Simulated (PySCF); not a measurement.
## Telling isomers of C₇H₁₃N₃ apart by NMR

[PySCF: shieldings: GIAO PBE0/pcSseg-1; structure optimised with GFN2-xTB; one conformer; isolated molecule; relativity neglected; one averaged value for each set of equivalent atoms]

References, each an isolated molecule treated in the same way: 1H (31.72 ppm) and 13C (186.93 ppm) against TMS. Where no couplings were computed, multiplicities follow the n + 1 count of equivalent neighbours, and m marks all less simple cases (inequivalent or close neighbours, rings, F or P nearby). Shifts are as computed. Against solution values, carbons near 30 ppm lie about +3 ppm off and those near 130 ppm about +5 ppm. Of 1211 compounds with measured shifts, 218 miss one by over three times the rms of a fit or turn the order of signals round; such compounds aren't used in these exercises.

(1) Tabulate the signals of `Cn1cnnc1C(C)(C)C`, `CCc1nnn(CC)c1C`, `CCn1nncc1C(C)C` and their relative energies.

(2) What is the quickest way to tell Cn1cnnc1C(C)(C)C from CCn1nncc1C(C)C?

(3) What is the quickest way to tell CCc1nnn(CC)c1C from CCn1nncc1C(C)C?

(4) What is the quickest way to tell Cn1cnnc1C(C)(C)C from CCc1nnn(CC)c1C?

Results:

(1) 
| SMILES | carbon types | δC | δH | E rel. (kcal/mol) |
| --- | --- | --- | --- | --- |
| Cn1cnnc1C(C)(C)C | 2×C 1×CH 4×CH3 | 163.0, 149.6, 33.9, 33.5, 30.5 | 7.63 (s, 1H), 3.83 (s, 3H), 1.51 (s, 9H) | 0.0 |
| CCc1nnn(CC)c1C | 2×C 2×CH2 3×CH3 | 151.9, 133.0, 44.8, 23.6, 18.6, 18.1, 9.9 | 4.37 (q, 2H), 2.85 (q, 2H), 2.39 (s, 3H), 1.37 (t, 3H), 1.17 (t, 3H) | 2.8 |
| CCn1nncc1C(C)C | 1×C 2×CH 1×CH2 3×CH3 | 149.3, 134.5, 44.4, 28.1, 27.2, 20.0 | 7.61 (s, 1H), 4.44 (q, 2H), 2.84 (sept, 1H), 1.40 (t, 3H), 1.35 (d, 6H) | 7.5 |

Energies are electronic energies at PBE0/pcSseg-1 on these geometries, without zero-point or thermal terms, each for the one conformer computed, which needn't be the lowest.

(2) Count the carbon signals: 5 against 6. The first has a quaternary sp3 carbon on an aromatic ring (C) at 33.9 ppm, the second an sp3 CH2 bonded to N at 44.4 ppm. Their most deshielded carbons lie at 163.0 and 149.3 ppm.

(3) Count the carbon signals: 7 against 6. The first has an sp3 CH2 on an aromatic ring at 23.6 ppm, the second an aromatic CH next to a ring nitrogen at 134.5 ppm. Their most deshielded carbons lie at 151.9 and 149.3 ppm. In the proton spectra the most deshielded non-exchanging signals are 4.37 (q, 2H) and 7.61 (s, 1H).

(4) Count the carbon signals: 5 against 7. The first has an aromatic CH between two ring heteroatoms at 149.6 ppm, the second an sp3 CH2 bonded to N at 44.8 ppm. Their most deshielded carbons lie at 163.0 and 151.9 ppm. In the proton spectra the most deshielded non-exchanging signals are 7.63 (s, 1H) and 4.37 (q, 2H).
